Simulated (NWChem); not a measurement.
trisilylphosphine (Si$_{3}$PH$_{9}$); SMILES [SiH3]P([SiH3])[SiH3]

Give the equilibrium geometry at PBE-D3(BJ)/def2-SVP (NWChem) as a Z-matrix, with the point group.

point group C3v; any orientation.
```
P
Si 1 2.2746
H 2 1.5039 1 108.09
H 2 1.5040 3 109.31 1 -117.42
H 2 1.5071 3 109.00 4 -119.05
Si 1 2.2746 2 96.62 3 72.25
H 6 1.5039 1 108.10 2 169.59
H 6 1.5040 7 109.29 1 -117.40
H 6 1.5073 7 109.01 8 -119.03
Si 1 2.2747 2 96.62 3 169.79
H 10 1.5039 1 108.11 2 -169.71
H 10 1.5040 11 109.30 1 117.40
H 10 1.5072 11 109.00 12 119.03
```
